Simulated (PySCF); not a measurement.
## Bond curve of LaS

Set-up: La x2c-TZVPall, S x2c-TZVPall; spin-free X2C with a Gaussian nucleus (PySCF 2.14). Energies in eV from La (5d1 6s2) + S in their ground configurations at the same level. State: doublet, about 0.1 electrons in the 4f shell (Mulliken).

| R (Å) | M06 |
| --- | --- |
| 2.030 | -4.116 |
| 2.124 | -5.015 |
| 2.218 | -5.513 |
| 2.289 | -5.690 |
| 2.360 | -5.740 |
| 2.431 | -5.688 |
| 2.525 | -5.504 |
| 2.643 | -5.143 |
| 2.785 | -4.599 |
| 2.974 | -3.795 |

Task: Put a parabola through the three lowest points of the M06 curve and estimate Re, k and ωe (reduced mass 25.99 u; 1 eV/Å² = 0.16022 mdyn/Å; ωe = 1302.8·√(k/μ) cm⁻¹).

Result: Through R = 2.289, 2.36, 2.431 Å the second-order coefficient is 10.1 eV/Å², so Re ≈ 2.359 Å, k ≈ 3.24 mdyn/Å and ωe ≈ 460 cm⁻¹. A polynomial fit of higher order to the unrounded M06 energies gives Re = 2.356 Å, k = 3.22 mdyn/Å, ωe = 459 cm⁻¹; anharmonicity and rounding make the difference.

The higher-order fit for each curve: M06: Re = 2.356 Å, ωe = 459 cm⁻¹, De = 5.74 eV.

These are scalar-relativistic numbers at best; spin–orbit coupling would shift them, the dissociation energy most. With d or f electrons several states lie close, and the lowest PBE0 determinant need not be the measured ground state.
